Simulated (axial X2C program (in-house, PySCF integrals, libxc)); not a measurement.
## Worked dissociation energy of TeO: TPSS, with spin–orbit coupling

Computed with an in-house relativistic program for diatomic molecules. Two-component (2c) means X2C with spin–orbit coupling and atomic mean-field two-electron Coulomb and Gaunt terms. Basis: Te dyall-cv3z [11s12p8d4f1g], O dyall-av3z [7s6p3d2f] (cores contracted in-house); Gaussian nuclei, density fitting, unrestricted open shells. Masses: Te 129.906 u, O 15.995 u.

Molecular state: Ω = 1 (⟨Sz⟩ = 1.00, ⟨Lz⟩ = 0.00 at TPSS).

```
E(Te) (2M_J = 4) : -6790.642624 hartree
E(O) (2M_J = 2)  : -75.157738 hartree
E(TeO) at Re     : -6865.956706 hartree
ωe               : 785.7 cm⁻¹
ωexe             : 3.37 cm⁻¹
```

Q: Work out De and D0.

A: De = -6790.642624 + (-75.157738) − (-6865.956706) = 0.15634 hartree = 4.254 eV. The zero-point energy is ωe/2 − ωexe/4 = 392 cm⁻¹ = 0.049 eV, so D0 = 4.206 eV.

One determinant describes the state; a PBE0 search over occupations chose it and may have missed a lower one. Dissociation energies refer to the lowest single-determinant-based atoms at the same level and basis. Density functionals use the spin component along the axis (collinear). The 2c atoms are single determinants rather than J levels; their spin–orbit lowering is only partly caught, and De is too large by that part. This holds for TPSS. PBE0 can misorder states that lie within some tenths of an eV, so this need not be the ground state of the molecule. The nearest other 2c determinant of the search, Ω = 0, lies 0.39 eV up at the distance of the search. The functionals have no current-density term, which raises determinants with orbital currents, atoms included. With several unpaired electrons one determinant need not be a pure state. Open-shell Ω = 0 determinants with evenly filled partner blocks cannot be reached by this program, so the Ω shown need not be the lowest component. This is the Ω = 1 component of a π² triplet; the 0⁺ component is not one determinant and can lie lowest.

Each atomic determinant is the lowest at this level and need not be a pure J level. Totals compare only within one Hamiltonian and basis.
